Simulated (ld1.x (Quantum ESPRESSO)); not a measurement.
## selenium (Se): excitation energies, all-electron against TM

ld1.x (Quantum ESPRESSO) 7.5 input, shortened:

```
&input
   title='Se', zed=34., rel=1, dft='PZ', iswitch=3,
   config='[Ar] 3d10 4s2 4p4'
 /
 &inputp
   pseudotype=2, tm=.true., lloc=-2, rcloc=0.70,
   nlcc=.false.
 /
3
3S  1  0   2.00   0.00  0.65  0.65  0.0
3P  2  1   6.00   0.00  1.00  1.00  0.0
3D  3  2  10.00   0.00  0.55  0.55  0.0
 &test
   configts(1)='3s2 3p6 3d10 4s2 4p4'
 /
```

Occupied shells without a wave of their own: 4p, 4s. They enter only through the test configuration that unscreens the potential.

Energies are relative to the spin-unpolarised reference configuration 3s2 3p6 3d10 4s2 4p4; without spin polarisation the order of configurations can differ from experiment. Spin-polarised rows fill each open shell by Hund’s rule, majority spin first. Not all tests gave a result: 3 of 9 tests not solved or not reliable. The frozen-core shift is the all-electron ΔE with the core orbitals held at their reference shape minus the fully relaxed ΔE.

```csv
valence configuration,charge,ΔE all-electron (eV),error AE − PS (meV),frozen-core shift (meV)
3s2 3p6 3d10 4s2 4p3,+1,11.009,-28,+0.7
3s2 3p6 3d10 4s2 4p4.3,-0.3,-1.637,+5.9,-0.1
3s2 3p6 3d10 4s0 4p6,0,22.094,+366,+0.4
3s2 3p6 3d10 4s2 4p0,+4,105.295,-193,+8.4
3s2 3p6 3d10 4s2 4p3 (spin-polarised),+1,9.371,-28,+0.7
```

Task: What are ΔE and the potential's error for 3s2 3p6 3d10 4s2 4p4 (spin-polarised)?

Result: ΔE = -0.593 eV all-electron; the error (AE − PS) is +0.2 meV.

Levels in the configuration 3s2 3p6 3d10 4s2 4p4.3:

```tsv
level	all-electron (eV)	pseudo (eV)
3s	-209.927	-209.929
3p	-149.964	-149.960
3d	-50.652	-50.643
4s	-14.921	-14.770
4p	-4.279	-4.296
```

The 4p, 4s levels have no wave, so the channel is fitted at the deeper level alone: the likely source of the large errors. A variational frozen-core shift is positive and of second order in the change. This column holds negative values, so the frozen-core run of ld1.x carries numerical noise or an error of first order here, and the column gives no more than the rough size of the effect.

A Bessel basis up to 400 Ry misses an occupied level by 0.11 Ry, so cutoffs and ghosts were not judged.
